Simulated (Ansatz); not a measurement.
## triplet C: levels of theory in one basis

A single C atom.

Basis set: STO-3G (spherical functions). Correlated methods keep 1 orbital frozen. Correlation on ROHF uses semicanonical orbitals with singles. Charge 0, multiplicity 3.

Computed with Ansatz (development build ahead of 0.2.0); each method stands on the lowest determinant of its kind that the runs found.

```
                            method  E − E(ROHF) (eV)  <S²> of the determinant
                              ROHF              0.00                     2.00
                         ROHF-CCSD             -0.55                        –
                      ROHF-CCSD(T)             -0.55                        –
                        ROHF-CCSDT             -0.55                        –
                     ROHF-CCSDT(Q)             -0.55                        –
full CI (lowest root of this spin)             -0.55                        –
```

**Question.** What does ROHF-MP2 give on the same scale?

**Answer.** -0.27 eV.

**Question.** Is a single determinant a sound starting point here?

**Answer.** By this sign, yes. Unrestricted orbitals gain 0.00 eV and <S²> is 2.00 against 2.00 for a pure state.
